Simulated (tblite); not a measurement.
Species: C7H12 (charge +1 and doublet state).
Atom-mapped SMILES: `[CH2:1][CH+:2][CH:3]1[CH2:4][CH2:5][CH2:6][CH2:7]1` (hydrogens: H8, H9 on C1; H10 on C2; H11 on C3; H12, H13 on C4; H14, H15 on C5; H16, H17 on C6; H18, H19 on C7)

Geometry (GFN2-xTB, Å), atoms numbered from 1 in this order:
```
atom  x, y, z in Å
C1     2.843   -0.007   -0.054
C2     1.765    0.763    0.166
C3     0.398    0.247    0.389
C4    -0.768    1.192    0.107
C5    -1.972    0.312   -0.191
C6    -1.507   -1.131   -0.043
C7     0.005   -1.085   -0.259
H8     3.795    0.427   -0.313
H9     2.810   -1.084    0.006
H10    1.878    1.840    0.206
H11    0.373    0.076    1.487
H12   -0.525    1.827   -0.752
H13   -0.963    1.892    0.925
H14   -2.834    0.540    0.440
H15   -2.321    0.492   -1.216
H16   -2.014   -1.811   -0.726
H17   -1.724   -1.482    0.972
H18    0.241   -1.054   -1.325
H19    0.510   -1.945    0.174
```

All values are computed: GFN2-xTB (tblite) harmonic vibrations without scaling, gas phase. This tight-binding method is rough: wavenumbers can miss measured ones by several per cent, in bad cases by 10 to 20. One conformer, not necessarily the lowest. Open shells enter through the occupations alone, without spin polarisation, and single modes of such species can be off by tens of per cent.

Harmonic wavenumbers (cm⁻¹): 56.1, 70.3, 147.2, 202.7, 343.2, 410.9, 529.1, 535.8, 593.7, 715.1, 778.2, 799.7, 856.0, 882.5, 906.3, 955.6, 961.9, 972.6, 980.9, 1027.0, 1030.0, 1062.6, 1090.0, 1104.3, 1117.7, 1137.0, 1157.8, 1182.5, 1248.5, 1262.0, 1267.7, 1289.2, 1303.1, 1357.9, 1375.7, 1388.9, 1419.5, 1443.7, 1537.2, 2719.4, 2893.0, 2914.6, 2926.2, 2953.5, 2971.9, 2976.1, 3019.9, 3027.5, 3048.4, 3094.9, 3126.6.

A = 5752, B = 1814, C = 1468 MHz; mass 96.094 u (most abundant isotopes); point group C1, symmetry number 1; spin multiplicity 2.

Problem. Zero-point energy?

Solution. Half the sum of the wavenumbers: 36086 cm⁻¹ = 103.18 kcal/mol.

Problem. Entropy at 298.15 K, 1 bar (ideal gas, RRHO, classical rotation)?

Solution. Translation 39.63, rotation 27.44, vibration 19.72, spin (R ln 2) 1.38: S = 88.2 cal/(mol K).

Problem. And Cp and H(298.15 K) − H(0)?

Solution. Cp = 31.40 cal/(mol K), of which vibrations give 23.45 (their classical limit is 51 R = 101.3); H(298.15 K) − H(0) = 5.51 kcal/mol without the zero-point energy, 3.14 from vibrations.

Problem. What must be added to the electronic energy to get the Gibbs energy at 298.15 K and 1 bar?

Solution. ZPE + [H(298.15 K) − H(0)] − T·S = 103.18 + 5.51 − 26.29 = 82.40 kcal/mol.

Problem. Blend soft modes into free rotors: weight 1/[1 + (100 cm⁻¹/ν̃)⁴] for the oscillator and the rest for a rotor with moment μB/(μ + B), μ = h/(8π²ν), B = 10⁻⁴⁴ kg m². What vibrational entropy results?

Solution. 17.88 cal/(mol K) in place of 19.72, which changes −T·S at 298.15 K by +0.55 kcal/mol.

Hindered rotation and anharmonicity are outside this model. Other conformers, if any are populated, would add a mixing term that is left out. The structure is chiral; the term R ln 2 for an equal mix with its mirror image is left out.

Hardware: an Arm Neoverse V2 with one thread, on a shared host. Cost: 0.5 s wall. This covers the Hessian and the dipole derivatives.
